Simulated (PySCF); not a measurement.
Compound: fac-MoCl3(PH3)3 (quartet state).
Bonds: Mo1–Cl2, Mo1–P3, Mo1–Cl7, Mo1–P8, Mo1–Cl12, Mo1–P13. Hydrogens: H4, H5, H6 on P3; H9, H10, H11 on P8; H14, H15, H16 on P13.

Method: PySCF, PBE0-D3(BJ)/def2-SVP geometry optimisation, gas phase, def2 core potentials past Kr.

(1) Give the optimised bond lengths and angles.

Results:

(1) 
```
                      bond  length (Å)
Mo1–Cl2, Mo1–Cl7, Mo1–Cl12       2.391
   Mo1–P3, Mo1–P8, Mo1–P13       2.519
    P3–H4 and 8 like bonds       1.418
```

Bonds in one row agree within 0.01 Å and their mean is given. A selection of angles:
```
       angle  degrees
  Cl2–Mo1–P3    177.4
 Cl2–Mo1–Cl7    100.5
  Cl2–Mo1–P8     81.0
Cl2–Mo1–Cl12    100.3
   P3–Mo1–P8     97.3
   Mo1–P3–H4    121.0
   Mo1–P3–H6    113.0
    H4–P3–H5     98.4
    H4–P3–H6     99.6
```

P3 (phosphorus bonded to Mo and 3 H) is distorted tetrahedral (angles from 98.4° to 121.1°). Mo1 (molybdenum bonded to 3 Cl and 3 P) is distorted octahedral (the three widest angles are 178.1°, 177.5° and 177.4°, the others run from 80.7° to 100.5°). All 3 Cl–Mo bonds measure 2.390 to 2.393 Å. All 3 Mo–P bonds measure 2.519 Å.

Whether it is a minimum is left open (no frequencies). ⟨S²⟩ = 3.768 (exact for a quartet: 3.75).
